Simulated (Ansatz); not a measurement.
One change: `[OH][Ti]12345678([OH])([C@H]9[C@@H]1[C@@H]2[C@@H]3[C@H]94)[C@H]1[C@@H]5[C@@H]6[C@@H]7[C@H]18` becomes `[OH][Ti]12345678([Cl])([C@H]9[C@@H]1[C@@H]2[C@@H]3[C@H]94)[C@H]1[C@@H]5[C@@H]6[C@@H]7[C@H]18`.

Ansatz, PBE0-D4/def2-TZVP geometries, multiplicity 1. Each molecule was computed in one conformer, which needn't be the lowest.

Scalar relativity is left out up to krypton.

```json
{"property": "LUMO energy (PBE0/def2-TZVPP) / eV", "`[OH][Ti]12345678([OH])([C@H]9[C@@H]1[C@@H]2[C@@H]3[C@H]94)[C@H]1[C@@H]5[C@@H]6[C@@H]7[C@H]18`": "-1.02"}
{"property": "LUMO energy (PBE/def2-TZVPP) / eV", "`[OH][Ti]12345678([OH])([C@H]9[C@@H]1[C@@H]2[C@@H]3[C@H]94)[C@H]1[C@@H]5[C@@H]6[C@@H]7[C@H]18`": "-2.05"}
{"property": "LUMO energy (ωB97M-V/def2-TZVPP) / eV", "`[OH][Ti]12345678([OH])([C@H]9[C@@H]1[C@@H]2[C@@H]3[C@H]94)[C@H]1[C@@H]5[C@@H]6[C@@H]7[C@H]18`": "1.06"}
{"property": "LUMO energy (B3LYP/def2-TZVPP) / eV", "`[OH][Ti]12345678([OH])([C@H]9[C@@H]1[C@@H]2[C@@H]3[C@H]94)[C@H]1[C@@H]5[C@@H]6[C@@H]7[C@H]18`": "-1.30"}
{"property": "size of the dipole moment (ωB97M-V/def2-TZVPP) / D", "`[OH][Ti]12345678([OH])([C@H]9[C@@H]1[C@@H]2[C@@H]3[C@H]94)[C@H]1[C@@H]5[C@@H]6[C@@H]7[C@H]18`": "1.19"}
{"property": "HOMO energy (ωB97M-V/def2-TZVPP) / eV", "`[OH][Ti]12345678([OH])([C@H]9[C@@H]1[C@@H]2[C@@H]3[C@H]94)[C@H]1[C@@H]5[C@@H]6[C@@H]7[C@H]18`": "-8.43"}
```

Question: Give the same properties after the change, and the shifts. (Best estimate.)

Answer: Computed: 
```tsv
property	`[OH][Ti]12345678([Cl])([C@H]9[C@@H]1[C@@H]2[C@@H]3[C@H]94)[C@H]1[C@@H]5[C@@H]6[C@@H]7[C@H]18`	shift
LUMO energy (PBE0/def2-TZVPP) / eV	-1.74	-0.72
LUMO energy (PBE/def2-TZVPP) / eV	-2.74	-0.69
LUMO energy (ωB97M-V/def2-TZVPP) / eV	0.38	-0.68
LUMO energy (B3LYP/def2-TZVPP) / eV	-1.99	-0.69
size of the dipole moment (ωB97M-V/def2-TZVPP) / D	3.85	2.66
HOMO energy (ωB97M-V/def2-TZVPP) / eV	-8.59	-0.16
```

With PBE0 the HOMO falls by 0.15 eV and the LUMO falls by 0.72 eV, so the gap narrows by about 0.57 eV. PBE moves the HOMO by -0.14 eV and ωB97M-V by -0.16 eV. Dipoles are sizes alone; their direction can turn.

B3LYP here is the variant with VWN-RPA as its local correlation; programs differ in this.

Positive LUMOs are unbound, so they and the gaps depend on the basis.
